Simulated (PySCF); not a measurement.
Compound: C7H19NSi.
Numbering: `[CH3:1][CH:2]([CH3:3])[Si@@H:4]([NH2:5])[C:6]([CH3:7])([CH3:8])[CH3:9]` (hydrogens: H10, H11, H12 on C1; H13 on C2; H14, H15, H16 on C3; H17 on Si4; H18, H19 on N5; H20, H21, H22 on C7; H23, H24, H25 on C8; H26, H27, H28 on C9)

Cartesian coordinates in Å at the PBE0-D3(BJ)/def2-SVP level; atoms count from 1:
```xyz
28
C7H19NSi angstrom
C      2.478    1.451    0.202
C      1.879    0.457   -0.792
C      2.965   -0.431   -1.403
Si     0.484   -0.602   -0.057
N      1.012   -1.116    1.523
C     -1.204    0.268    0.126
C     -1.079    1.553    0.945
C     -1.752    0.582   -1.268
C     -2.150   -0.702    0.841
H      3.268    2.057   -0.274
H      1.727    2.143    0.610
H      2.934    0.934    1.062
H      1.409    1.028   -1.616
H      3.754    0.174   -1.881
H      3.460   -1.051   -0.635
H      2.561   -1.117   -2.165
H      0.243   -1.737   -1.022
H      1.989   -1.367    1.636
H      0.436   -1.768    2.046
H     -0.488    2.318    0.417
H     -0.598    1.367    1.918
H     -2.076    1.989    1.137
H     -2.750    1.051   -1.195
H     -1.859   -0.327   -1.881
H     -1.103    1.282   -1.818
H     -1.817   -0.912    1.870
H     -2.239   -1.663    0.307
H     -3.165   -0.271    0.912
```

The calculation used PBE0-D3(BJ)/def2-SVP geometry optimisation, gas phase in PySCF.

Take the most abundant isotopes and a rigid rotor. The values belong to one conformer with, in the numbering `[CH3:1][CH:2]([CH3:3])[Si@@H:4]([NH2:5])[C:6]([CH3:7])([CH3:8])[CH3:9]`, C1–C2–Si4–N5 -44°, C2–Si4–N5–H -39° and -174°.

(1) Give the principal moments of inertia and the rotational constants in MHz.

(2) Classify the top.

(3) Is it planar, by Δ = Ic − Ia − Ib?

(4) Predict some low-J microwave lines.

(5) Estimate the classical rotational partition function at 25 K, 100 K and 200 K.

Results:

(1) Ia = 265.21, Ib = 576.60, Ic = 609.68 u·Å²; 505379 MHz·u·Å²/I gives A = 1906, B = 876.5, C = 828.9 MHz.

(2) A near-prolate asymmetric top; Ray's κ = -0.912.

(3) Not planar: Δ = Ic − Ia − Ib = -232.14 u·Å². For a rigid frame Δ = −2 Σ m c², so Σ m c² = 116.07 u·Å² lies off the ab plane: 36.61 from hydrogen and 79.46 from heavier atoms. The atom farthest from that plane is 2.12 Å away.

(4) The dipole components are |μa| = 0.26 D, |μb| = 0.67 D, |μc| = 0.10 D. The squared components, which scale the intensities, stand as 0.15 : 1.00 : 0.02 (a : b : c). Some lines, for components of 0.1 D or more:

```csv
type,branch,"J(Ka,Kc)",MHz,lower level (cm⁻¹)
a,Q,"4(1,3) ← 4(1,4)",475,0.596
b,Q,"2(1,1) ← 2(0,2)",1126,0.171
b,Q,"3(1,2) ← 3(0,3)",1203,0.341
b,R,"2(0,2) ← 1(1,1)",2380,0.091
b,R,"2(1,2) ← 1(0,1)",4392,0.057
a,R,"3(1,3) ← 2(1,2)",5044,0.203
a,R,"3(2,2) ← 2(2,1)",5116,0.311
b,Q,"3(3,0) ← 3(2,1)",5257,0.482
a,R,"4(2,2) ← 3(2,1)",6836,0.482
b,Q,"4(4,1) ← 4(3,2)",7367,0.885
b,R,"4(1,4) ← 3(0,3)",7641,0.341
b,R,"3(3,0) ← 2(2,1)",10382,0.311
```

(5) Point group C1, symmetry number σ = 1; q = (√π/σ)·√((kT/h)³/(ABC)), k/h = 20836.6 MHz/K: 17900 at 25 K, 143000 at 100 K, 405000 at 200 K.

No PBE0-D3(BJ)/def2-SVP frequencies stand behind this structure, so it isn't proved a minimum. No vibrational averaging or centrifugal distortion is included, and the geometry carries the error of its method. A rigid rotor knows nothing of inversion at nitrogen or internal rotation, which can split or shift real lines. Quadrupole hyperfine structure (14N) is left out.

Time: 7.2 min wall; peak memory 1.0 GiB. Hardware: one thread of an Arm Neoverse N1, shared host. That covers the optimisation of the geometry.
